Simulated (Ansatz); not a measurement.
A made-up structure of C2HTe, doublet:

```
4
angstrom
C -0.5969 -0.6338 0.9872
C -0.3876 0.2162 -0.1800
Te 1.8029 -0.5368 0.2240
H -0.8184 0.9543 -1.0312
```

It is relaxed with PBE-D4/def2-SVP and then PBE0-D4/def2-TZVP (Ansatz 0.2.0). Atoms count as bonded within 1.22 times the sum of their covalent radii (H–H: 0.88 Å). The end point is not checked to be a true minimum.

Does its bonding change? (Judge from chemistry; the calculation decides.)

The calculation gives: No: no bond forms or breaks.

Where it ends: The first stage lowers the energy by 0.89 eV in 5 steps. It ends as C₂HTe ([C]1[CH][Te]1):
```xyz
4
angstrom
C -0.5329 -0.5659 0.8814
C -0.3461 0.1930 -0.1607
Te 1.6097 -0.4793 0.2000
H -0.7307 0.8521 -0.9208
```

Labels in which every atom is bracketed show which atoms are joined, not bond orders.

For scale, one of the runs: PBE0-D4/def2-TZVP relaxation, 118 basis functions, launched by `ansatz run in.yaml --threads 2 --pin off --events-out ev --progress --plain --max-ram 4352MiB`. Hardware: 2 CPU threads of an Arm Neoverse V2, shared host. Wall time about 17 s.
